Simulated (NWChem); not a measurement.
Species: SnN$_{2}$H$_{4}$ClF; SMILES [NH2][Sn]([NH2])([F])[Cl]

```xyz
9

N     -0.8787    -1.2363    -1.4994
Sn     0.0241    -0.2357    -0.0085
N      1.9814    -0.6657     0.1166
F     -0.9793    -0.7669     1.5615
Cl    -0.1315     2.1016    -0.0749
H     -0.6213    -0.8900    -2.4223
H     -1.8941    -1.2053    -1.4187
H      2.1577    -1.6142     0.4442
H      2.4818    -0.0157     0.7205
```
Atoms are numbered in this order, from 1.

Results from NWChem. Coordinates come from a PBE0/def2-SVP optimisation. Not confirmed as a minimum by frequencies. def2 effective core potentials on Sn; no spin-orbit coupling.

Predict the results for LDA (Slater exchange, PW92)/def2-SVP. Quantities: highest occupied level (eV); orbital gap (eV); dipole (D).


```json
{
  "highest occupied level (eV)": "-6.55",
  "orbital gap (eV)": "3.99",
  "dipole (D)": "2.12"
}
```
